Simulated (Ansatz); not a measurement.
PBE exchange is replaced step by step with exact exchange (0 % is PBE, 25 % PBE0; no dispersion term), basis def2-TZVPD, Ansatz. System: the cluster Li6⁻. Charge -1, multiplicity 2. Geometry: r2SCAN/def2-TZVPD.

Geometry of the doublet:

```xyz
6

Li   -1.4709   -0.0315    1.5724
Li   -0.1098   -2.0902   -0.3819
Li    0.1450    2.0819    0.3782
Li    1.4541    0.0412   -1.5931
Li   -1.4403    0.5261   -1.5106
Li    1.4220   -0.5275    1.5350
```

At PBE/def2-TZVPD, PBE with 5 % exact exchange/def2-TZVPD, PBE with 10 % exact exchange/def2-TZVPD the highest occupied level of the charge -1 doublet lies above zero (up to 0.19 eV). Its loss leaves the charge 0 triplet, which lies 1.24 eV higher (vertical, at PBE/def2-TZVPD), but this difference is unsure: the triplet is doubtful (geometry relaxed on an unsound state). The geometry of the doublet was relaxed on an unsound state (⟨S²⟩ 1.05, where a pure state has 0.75). The structure comes from a short search, and lower isomers may exist.

HOMO and LUMO are taken over both spins.

```tsv
exact exchange (%)	HOMO (eV)	LUMO (eV)	gap (eV)	⟨S²⟩
0	0.19	0.56	0.37	0.779
5	0.10	0.65	0.55	0.781
10	0.02	0.75	0.73	0.782
15	-0.07	0.84	0.91	0.784
25	-0.24	1.03	1.27	0.787
35	-0.42	1.21	1.63	0.791
```

(1) Estimate the row for 50 %.

Answers

(1) 
```tsv
exact exchange (%)	HOMO (eV)	LUMO (eV)	gap (eV)	⟨S²⟩
50	-0.70	1.47	2.17	0.816
```
